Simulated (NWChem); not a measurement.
# CH6AsB; SMILES B([AsH2])C

```xyz
9

B     -0.6166     1.1099     0.0650
As     0.0222    -0.7891    -0.0365
H     -0.8672    -1.3877     1.0357
H      1.2696    -0.6654     0.8199
H     -1.8175     1.2703     0.0967
C      0.3239     2.3499    -0.0366
H      0.2033     2.9180     0.9061
H     -0.0179     3.0419    -0.8258
H      1.3943     2.1405    -0.1723
```
Atoms are numbered in this order, from 1.

Coordinates come from a PBE0/def2-SVP optimisation.

Question: Give the principal values of the shielding tensors (ppm) of B1, As2, C6 from PBE0/pcSseg-1, GIAO (NWChem), with their diamagnetic and paramagnetic parts as GIAO splits them.

Answer: 
| atom | σ11 | σ22 | σ33 | isotropic | diamagnetic | paramagnetic |
|---|---|---|---|---|---|---|
| B1 | -114.4 | -24.9 | 126.4 | -4.3 | 190.8 | -195.0 |
| As2 | 1560.1 | 1654.8 | 1926.7 | 1713.9 | 2877.6 | -1163.7 |
| C6 | 136.1 | 172.5 | 184.5 | 164.4 | 252.6 | -88.3 |
